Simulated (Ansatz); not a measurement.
Consider the ligand exchange at the Si–C bond: `C=C=C(F)[SiH2]F` + `[SiH3]N[SiH3]` → `F[SiH2]N([SiH3])[SiH3]` + `C=C=CF`.

Program: Ansatz. Geometries: PBE0-D4/def2-TZVP. ΔE: electronic, gas phase. CCSD(T)/CBS is the MP2 limit (def2-TZVPP, def2-QZVPP) plus CCSD(T) − MP2 in def2-TZVPP, frozen cores. This one scheme is used for every species. Each species was taken in one conformer, which may not be the lowest.

```csv
level,ΔE (kJ/mol)
CCSD(T)/def2-TZVPP,-74.7
CCSD/CBS(def2),-73.9
```

(1) What does CCSD(T)/CBS give? (An estimate is asked.)

(2) What do rigid-rotor, harmonic-oscillator terms from PBE0-D4/def2-TZVP frequencies (298.15 K, 1 bar) make of the CCSD(T)/CBS value? (An estimate is asked.)

Largest T1 diagnostic among the species: 0.013.

## Answers

(1) The calculation gave: -73.8 kJ/mol. The listed levels differ from it by -0.9, -0.1 kJ/mol.

(2) Ansatz gave: ΔZPE = +2.9 kJ/mol, ΔH = -71.8 kJ/mol, ΔS = -17 J/(mol·K), ΔG = -66.8 kJ/mol. Modes under 50 cm⁻¹ make the entropy rough.

Leaving LDA and LC-ωPBE aside and taking each functional with its dispersion term where it has one, the values, not all of them listed here, spread over 12.5 kJ/mol, from BHLYP-D4 to PBE-D4. LDA lies −7.3 kJ/mol from PBE without D4. In def2-TZVPP, CCSD(T) changes the Hartree–Fock value by −3.1 kJ/mol (the triples alone add +0.1 kJ/mol) and MP2 by −3.8 kJ/mol. From PBE to PBE0 (25 % exact exchange), in def2-TZVPP and without D4, ΔE moves by −5.4 kJ/mol.

CCSD(T)/CBS has its own doubt, a few kJ/mol and more with outer-core shells, so smaller differences from it don't rank the levels.
